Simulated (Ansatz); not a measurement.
Reactions of `CN[SiH](O)O`.

Gas-phase electronic energies from Ansatz, PBE0-D4/def2-TZVP geometries. CCSD(T)/CBS adds triple-zeta CCSD(T) − MP2 to the extrapolated MP2 energy (def2 sets, frozen cores). This one scheme is used for every species. DFT in def2-TZVPP. B3LYP here is the variant with VWN-RPA as its local correlation; programs differ in this. For Ge outer-core shells are correlated without core-valence functions, which leaves a few kJ/mol of doubt a bond. Scalar relativity is left out up to krypton. Each species was taken in one conformer, which may not be the lowest.

| reaction | CCSD(T)/CBS(def2) (kJ/mol) |
| --- | --- |
| `CN[SiH](O)O` + `S[SiH2]Cl` → `O[SiH](O)S[SiH2]Cl` + CH₃NH₂ | -1 |
| `CN[SiH](O)O` + `N[SiH](O)Cl` → `O[SiH](O)N[SiH](O)Cl` + CH₃NH₂ | -13 |
| `CN[SiH](O)O` + `N[Si](F)(F)F` → `O[SiH](O)N[Si](F)(F)F` + CH₃NH₂ | -10 |
| `CN[SiH](O)O` + `F[Si](F)(F)O[Si](Cl)(Cl)Cl` → `O[SiH](O)O[Si](F)(F)F` + `CN[Si](Cl)(Cl)Cl` | ? |
| `CN[SiH](O)O` + `[CH3][Al]([NH2])[CH]=O` → `CN[SiH](C)O` + `[NH2][Al]([OH])[CH]=O` | -23 |
| `CN[SiH](O)O` + `CCCOC(=O)CCCl` → `CCCCOC(=O)CCCl` + `N[SiH](O)O` | -40 |
| `CN[SiH](O)O` + `C=C[Si](N)(O)F` → `C=C[Si](N)(F)OC` + `N[SiH](O)O` | 16 |
| `CN[SiH](O)O` + `[NH2][GeH2][OH]` → `[OH][GeH2][NH][SiH](O)O` + CH₃NH₂ | ? |

Task: Fill in the missing values. (Best estimate.)

Result: Ansatz gave: `CN[SiH](O)O` + `F[Si](F)(F)O[Si](Cl)(Cl)Cl` → `O[SiH](O)O[Si](F)(F)F` + `CN[Si](Cl)(Cl)Cl`: -23.8 kJ/mol; `CN[SiH](O)O` + `[NH2][GeH2][OH]` → `[OH][GeH2][NH][SiH](O)O` + CH₃NH₂: -27.9 kJ/mol.

Largest T1 diagnostic: 0.014, for `[NH2][Al]([OH])[CH]=O`.
